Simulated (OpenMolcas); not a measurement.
**What dynamic correlation does to the levels of Ho2+**

| Item | Value |
| --- | --- |
| Program | OpenMolcas |
| Basis | ANO-RCC-VTZP [8s7p5d3f2g1h] |
| Scalar Hamiltonian | DKH2, point nucleus |
| Active space | 11 electrons in 7 orbitals (4f) |
| State averaging | 2S+1 = 4 odd, 35 roots; 2S+1 = 2 odd, 112 roots (96 in the spin-orbit step) |
| Spin-orbit coupling | state interaction with AMFI integrals over the reference wave functions, term energies averaged over their components |

Methods on the same reference wave functions:
A. CASSCF
B. SS-CASPT2, IPEA 0.25 Eh, imaginary shift 0.1 Eh (closed shells correlated: 5s 5p)
C. MS-CASPT2, IPEA 0.25 Eh, imaginary shift 0.1 Eh (closed shells correlated: 5s 5p)
D. XMS-CASPT2, IPEA 0.25 Eh, imaginary shift 0.1 Eh (closed shells correlated: 5s 5p)

Energies in cm⁻¹ above 4f¹¹ ⁴I°_15/2, the measured ground level; measured values from Martin, Zalubas and Hagan, Atomic Energy Levels: The Rare-Earth Elements, NSRDS-NBS 60 (1978); whole-number values converted from NIST levels in rydberg listed in Nahar, Atoms 12, 24 (2024).

| Level | A | B | C | D | Measured |
| --- | --- | --- | --- | --- | --- |
| 4f¹¹ ⁴I°_15/2 | 0.0 | 0.0 | 0.0 | 0.0 | 0.0 |
| 4f¹¹ ⁴I°_13/2 | 5539 | 5580 | 5580 | 5570 | 5439 |
| 4f¹¹ ⁴I°_11/2 | 9077 | 8790 | 8790 | 8940 | 8644 |
| 4f¹¹ ⁴I°_9/2 [63 %] | 11597 | 10870 | 10870 | 11250 | 10770 |
| 4f¹¹ ⁴F°_9/2 [63 %] | 17371 | 14140 | 14120 | 14600 | 13330 |
| 4f¹¹ ²H°_11/2(1) [62 %] | 20360 | 17610 | 17610 | 18420 | 16891 |
| 4f¹¹ ⁴S°_3/2 [70 %] | 21432 | 17500 | 17650 | 18020 |  |
| 4f¹¹ ⁴F°_7/2 | 22644 | 18970 | 18940 | 19390 | 17867 |
| 4f¹¹ ⁴F°_5/2 | 24483 | 20620 | 20600 | 21030 | 19375 |
| 4f¹¹ ⁴F°_3/2 [65 %] | 24799 | 20890 | 20900 | 21380 |  |
| 4f¹¹ ²K°_15/2 | 29062 | 26180 | 26180 | 27090 |  |
| 4f¹¹ ⁴G°_11/2 [71 %] | 29700 | 25010 | 25010 | 25360 |  |
| 4f¹¹ ²G°_7/2 [59 %] | 29888 | 25960 | 25960 | 26800 |  |
| 4f¹¹ ²K°_13/2 | 33807 | 30820 | 30820 | 31770 |  |
| 4f¹¹ ⁴G°_7/2 [64 %] | 36488 | 31720 | 31720 | 32080 |  |
| 4f¹¹ ²P°_1/2 | 36540 | 31200 | 31200 | 32420 |  |
| 4f¹¹ ⁴G°_5/2 | 37146 | 31890 | 31890 | 31960 |  |
| 4f¹¹ ²D°_5/2(1) | 37852 | 32870 | 32870 | 33660 |  |
| 4f¹¹ ²I°_11/2 [69 %] | 45579 | 39920 | 39920 | 41160 |  |
| 4f¹¹ ²L°_17/2 | 45861 | 41090 | 41090 | 41770 |  |
| 4f¹¹ ²I°_13/2 | 47099 | 41940 | 41940 | 43100 |  |
| 4f¹¹ ⁴D°_7/2 | 47325 | 39570 | 39570 | 39160 |  |
| 4f¹¹ ⁴D°_3/2 [68 %] | 49727 | 42040 | 42040 | 41990 |  |
| 4f¹¹ ²L°_15/2 | 51013 | 46310 | 46310 | 47010 |  |

Deviations, from unrounded energies. A percentage is the sum of absolute deviations over the sum of measured energies, with the sign that they share, or ± where signs differ.

| Against measurement | Levels | A | B | C | D |
| --- | --- | --- | --- | --- | --- |
| mean absolute deviation (cm-1) | 7 | 2700 | 610 | 600 | 980 |
| fine structure of the ground term (%) | 3 | +5.5 | +1.6 | +1.5 | +3.6 |
| other terms of the ground configuration (%) | 4 | +25.8 | +5.8 | +5.6 | +8.9 |

B, C lie about equally close to measurement and A furthest from it. The largest miss of C in the table is 4f¹¹ ⁴F°_5/2, by +1200 cm-1. The ranking rests on the paired levels alone, and a cruder setting can come out closer through cancelling errors.

Among B to D the level of the table that moves most is 4f¹¹ ²I°_11/2 [69 %], by 1200 cm-1 (lowest in B, highest in D). Moves below CASPT2's spread within the term are not significant.

The mean deviations of B to D differ by less than CASPT2's widest spread within a term (920 cm-1), so their order carries little weight.

From A to B the spin-free energies of the other terms of 4f¹¹ shown, above ⁴I°, scale by factors of 0.78 to 0.88, as is usual when dynamic correlation screens the repulsion within a d or f shell.

The lowest spin-free term lies below A's lowest term by 0.996 hartree in B, 0.996 hartree in C, 1.005 hartree in D.

CASPT2 breaks the degeneracy within a term, and the mean is taken; among the terms shown or strongly mixed into the levels shown the widest spread is 920 cm-1 (4f¹¹ ²L°, B). High states are left out of the spin-orbit mixing, which shifts the levels that they would mix with. The CASPT2 spread within a term exceeds the gap to the next term for 4f¹¹ ⁴F° and 4f¹¹ ⁴S°, 4f¹¹ ⁴G° and 4f¹¹ ²K°, 4f¹¹ ²D°(2) and 4f¹¹ ²H°(2), so the order of their levels is uncertain, and so are names and mixing where such terms share a J (figures for B; the like holds for C, D). Without dynamic correlation excited terms often stand tens of per cent too high (terms of higher spin than the ground term too low), and those without a measured partner can miss by more than the paired ones (holds for A). Some levels mix across a computed gap that differs much from the measured one, so their mixing is not that of the real levels (holds for A; D). Blocks of more than 70 roots (2S+1 = 2 odd) ran without multistate coupling (holds for C). Computed and measured levels are paired by configuration, term and J; levels that our copy of the source lacks, or whose pairing is in doubt (as where it misses far off the trend of its configuration), stay unpaired and out of the deviations. Levels of configurations outside the active space are missing. Levels that lie high or do not pair safely by name in every column are left out.

A share in square brackets marks a mixed level and gives the weight of the term that names it, the lowest over the columns. A number in round brackets counts repeated terms of one configuration in the order of the reference energies. ° marks odd parity.
